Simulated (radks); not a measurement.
Values are calculated unless marked as measured or tabulated.
Polarisability of neutral zinc, [Ar] 3d10 4s2, at imaginary frequency. Level of theory: scalar-relativistic Kohn-Sham, LB94 model potential, spin-polarised, spherical densities, finite nucleus; Fermi nuclear charge, rms radius 3.9283 fm (a radial shooting solver on a logarithmic mesh with Libxc functionals). Response by self-consistent Sternheimer equations with the Hartree and adiabatic LDA kernel, the relativistic mass of each level held fixed and spin-orbit coupling left out.

w (hartree)  alpha1(iw) (bohr^3)  alpha2(iw) (bohr^5)
0.00266                    28.20                189.3
0.0143                     28.12                189.0
0.0360                     27.71                187.6
0.0697                     26.45                183.1
0.118                      23.74                172.5
0.186                      19.45                152.9
0.280                      14.37                123.7
0.413                      9.725                89.49
0.605                      6.215                57.57
0.892                      3.840                33.19
1.35                       2.303                17.27
2.12                       1.308                8.052
3.59                      0.6604                3.239
6.94                      0.2587                1.010
17.5                     0.05792               0.1812

Static values: alpha1 = 28.20 bohr^3 (4.179 angstrom^3; uncoupled 49.66), alpha2 = 189.3 bohr^5, alpha3 = 2353 bohr^7. C6 = 179.8, C8 = 6855, triple-dipole C9 = 3592 atomic units. One-pole (London) frequency 4 C6 / (3 alpha1^2) = 0.301 hartree, against 0.389 for minus the highest occupied eigenvalue. Recommended static value: 38.67 bohr^3 (Schwerdtfeger and Nagle, 2023 table).
